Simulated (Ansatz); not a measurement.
B3F3. The state is a singlet with charge 0. Geometry PBE0-D4/def2-SVP; atoms count from 1.

```xyz
6

B    -0.485    0.230   -0.945
B     0.843   -0.262    0.634
B    -0.685    0.062    0.596
F    -0.053    0.303   -2.152
F    -1.703    0.155    1.479
F     2.083   -0.488    0.388
```

The structure comes from a short search, and lower isomers may exist.

Q: Estimate the Mulliken populations from the PBE0/def2-TZVP orbitals of Ansatz.

A: 
```tsv
atom	charge (e)
B1	0.26
B2	0.26
B3	0.08
F4	-0.16
F5	-0.28
F6	-0.16
```
Mulliken values depend strongly on the basis.

Q: And the Mayer bond orders between heavy atoms (over 0.3)?

A: B1–B2 0.57 (2.12 Å); B1–B3 1.28 (1.56 Å); B1–F4 1.30 (1.28 Å); B2–B3 1.28 (1.56 Å); B2–F6 1.30 (1.28 Å); B3–F5 1.08 (1.35 Å).
